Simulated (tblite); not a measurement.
Species: C₆H₇OSi (doublet state).
Bonds: Si1–O2, O2–C3, C3–C4 (aromatic), C4–C5 (aromatic), C5–C6 (aromatic), C6–C7 (aromatic), C7–C8 (aromatic), C3–C8 (aromatic). Hydrogens: H9, H10, H11 on Si1; H12 on C5; H13 on C6; H14 on C7; H15 on C8.

The geometry is computed with GFN2-xTB (gas phase). This method treats the open shell by occupation alone, without spin polarisation.

Q: What internal coordinates does the optimisation give?

A: 
| bond | length (Å) | order |
| --- | --- | --- |
| Si1–O2 | 1.636 | single |
| O2–C3 | 1.344 | single |
| C3–C4 | 1.372 | aromatic |
| C4–C5 | 1.359 | aromatic |
| C5–C6 | 1.396 | aromatic |
| C6–C7 | 1.383 | aromatic |
| C7–C8 | 1.382 | aromatic |
| C3–C8 | 1.400 | aromatic |
| Si1–H9, Si1–H10, Si1–H11 | 1.460 | single |
| C5–H12 | 1.080 | single |
| C6–H13 | 1.080 | single |
| C7–H14 | 1.080 | single |
| C8–H15 | 1.080 | single |

Bonds in one row agree within 0.01 Å and their mean is given. Orders are formal, as drawn. A selection of angles:
| angle | degrees |
| --- | --- |
| Si1–O2–C3 | 126.4 |
| O2–C3–C4 | 124.2 |
| O2–C3–C8 | 119.3 |
| C4–C3–C8 | 116.5 |
| C3–C4–C5 | 124.8 |
| C4–C5–C6 | 118.1 |
| C5–C6–C7 | 119.2 |
| C6–C7–C8 | 121.1 |
| C3–C8–C7 | 120.3 |

Torsions: Si1–O2–C3–C4 0° (synperiplanar).

C3 (carbon bonded to 2 C and O) is planar (angles 124.2°, 119.3° and 116.5°, sum 360.0°, 0.00 Å off the plane of its three neighbours). The 8 heavy atoms lie in one plane (0.001 Å rms). C5 (carbon bonded to 2 C and H) is planar (angles 121.5°, 120.4° and 118.1°, sum 360.0°, 0.00 Å off the plane of its three neighbours). C8 (carbon bonded to 2 C and H) is planar (angles 121.7°, 120.3° and 117.9°, sum 360.0°, 0.00 Å off the plane of its three neighbours). The 6-membered ring C3–C4–C5–C6–C7–C8 has internal angles of 116.5° to 124.8° (sum 720°, against 720° for a flat polygon); it is planar, 0.00 Å rms from its mean plane, widest ring torsion 0°. The 6 C–C bonds span 1.359 Å (C4–C5, aromatic) to 1.400 Å (C3–C8, aromatic), a spread of 0.041 Å. C6 (carbon bonded to 2 C and H) is planar (angles 121.0°, 119.7° and 119.2°, sum 360.0°, 0.00 Å off the plane of its three neighbours).

Point group: Cs (tolerance 0.08 Å). Its GFN2-xTB frequencies are all real (lowest 65 cm⁻¹). 3 starts were optimised and ended at 0.00, 0.00 and 0.87 kcal/mol (GFN2-xTB); the lowest of these is shown.

One conformer stands for the species.
